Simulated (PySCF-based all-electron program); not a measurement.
AgAl, singlet: squeezing and stretching

Calculated with an in-house all-electron program built on PySCF, in large uncontracted Gaussian sets near the basis limit; Koelling–Harmon scalar relativity, no spin–orbit coupling, spin-restricted. Forces are good to about 0.002 eV/Å. A positive force pushes the atoms apart.

```
 r (Å)  PBE (eV/Å)
 1.992           ?
2.1165       3.947
 2.241       2.011
 2.490           ?
 2.739           ?
```

**Question.** Fill in the missing PBE forces.

**Answer.** 1.992 Å: 6.948 eV/Å; 2.490 Å: -0.029 eV/Å; 2.739 Å: -0.830 eV/Å.

**Question.** Fit a Morse curve to the forces within 0.84 to 1.25 of the listed length with the smallest force. Where does the force vanish, what is the force constant, and what harmonic wavenumber follows with standard atomic masses?

**Answer.** PBE: 2.484 Å, 5.2 eV/Å², about 260 cm⁻¹. The points are far apart, so these are estimates.
